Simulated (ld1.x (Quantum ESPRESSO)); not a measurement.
Transferability test, TM semilocal potential for Ga

| Quantity | Value |
| --- | --- |
| Element | Ga |
| Generator | ld1.x (Quantum ESPRESSO) 7.5 |
| Type | norm-conserving Troullier–Martins (semilocal form) |
| Functional | PBE |
| Relativity | scalar-relativistic |
| Frozen core | [Ne] |
| Valence charge | 21 |
| Reference configuration | 3s2 3p6 3d10 4s2 4p0.5 (charge +0.5) |
| Partial waves | 3s (bound): rc 0.65 bohr; 3p (bound): rc 1.10 bohr; 3d (bound): rc 0.90 bohr |
| Local potential | the d channel |
| Core correction | Bessel-smoothed model core, default radius (core density twice the valence density) |

Occupied shells without a wave of their own: 4p, 4s. They enter only through the test configuration that unscreens the potential, and ld1.x also counts them in the model core charge.

Energies are relative to the spin-unpolarised reference configuration 3s2 3p6 3d10 4s2 4p0.5; without spin polarisation the order of configurations can differ from experiment.

ld1.x takes every shell without a wave as core, so the model core holds the 4p, 4s electrons as well and exchange and correlation see them twice. This cancels in the reference configuration, but the file is broken for other ones, and its errors say nothing about a proper core correction.

| valence configuration | charge | ΔE all-electron (eV) | error AE − PS (meV) |
| --- | --- | --- | --- |
| 3s2 3p6 3d10 4s2 4p1 | 0 | -2.030 | -19 |
| 3s2 3p6 3d10 4s2 4p0 | +1 | 3.658 | -60 |
| 3s2 3p6 3d10 4s1 4p0 | +2 | 24.786 | -491 |
| 3s2 3p6 3d10 4s0 4p0 | +3 | 56.058 | -1321 |
| 3s2 3p6 3d9 4s2 4p1 | +1 | 25.666 | +22 |
| 3s2 3p6 3d10 4s0 4p3 | 0 | 11.341 | -241 |
| 3s2 3p6 3d10 4s1 4p1 | +1 | 11.030 | -110 |

Levels in the configuration 3s2 3p6 3d10 4s2 4p1:

| level | all-electron (eV) | pseudo (eV) |
| --- | --- | --- |
| 3s | -148.126 | -148.061 |
| 3p | -98.859 | -98.788 |
| 3d | -19.154 | -19.084 |
| 4s | -8.948 | -8.926 |
| 4p | -2.579 | -2.482 |
